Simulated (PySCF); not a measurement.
C5H4FN.
Cartesian coordinates in Å at the PBE0-D3(BJ)/def2-TZVP level; atoms count from 1:
```
atom  x, y, z in Å
F1    -0.0188    2.1207    0.4042
C2     0.0789    0.8186    0.1414
C3    -1.0591    0.0929   -0.1452
C4    -0.8922   -1.2581   -0.4104
N5     0.2818   -1.8795   -0.4033
C6     1.3540   -1.1475   -0.1227
C7     1.3170    0.2101    0.1590
H8    -2.0325    0.5653   -0.1600
H9    -1.7589   -1.8708   -0.6411
H10    2.3061   -1.6703   -0.1208
H11    2.2125    0.7747    0.3834
```

Level: wB97X-D/pcSseg-2 in PySCF, non-relativistic, on one gas-phase PBE0-D3(BJ)/def2-TZVP geometry that isn't relaxed in the solvent. The solvent is an IEF-PCM continuum (cavity from Bondi-type radii × 1.2). Specific hydrogen bonds and non-electrostatic terms are outside this model.

Gas phase at wB97X-D/pcSseg-2: HOMO -9.68 eV, LUMO 0.95 eV, dipole 0.81 D.

Problem. What does the continuum do to the energy, the frontier levels and the dipole at wB97X-D/pcSseg-2 in chloroform?

Solution. 
```json
{"solvent": "chloroform", "ε": "4.711", "E(solvent) − E(gas) (kcal/mol)": "-3.36", "polarisation term (kcal/mol)": "-3.78", "distortion of the solute (kcal/mol)": "0.42", "HOMO (eV)": "-9.70", "LUMO (eV)": "1.03", "dipole (D)": "1.14"}
```

The polarisation term is half the interaction of the solute with the surface charges that it induces; the rest is the cost of distorting the solute's density. The sum is the electrostatic part of solvation alone.

Problem. Give the dipole vector in the frame of the coordinates (D, pointing from negative to positive charge), gas and chloroform.

Solution. Gas (-0.06, 0.79, 0.16), solvent (-0.08, 1.11, 0.23). Its length changes by +41 % and its direction by less than 1°.

Hardware: one thread of an Intel Xeon 6975P-C, shared host with 192 logical CPUs at a one-minute load of 16. Cost: 36 s of wall time, 1.4 GiB resident at most. This is the whole shielding run at wB97X-D/pcSseg-2 in chloroform, SCF included.

Note: wB97X-D ran without an empirical dispersion term, which enters the total energy and its gradient alone.
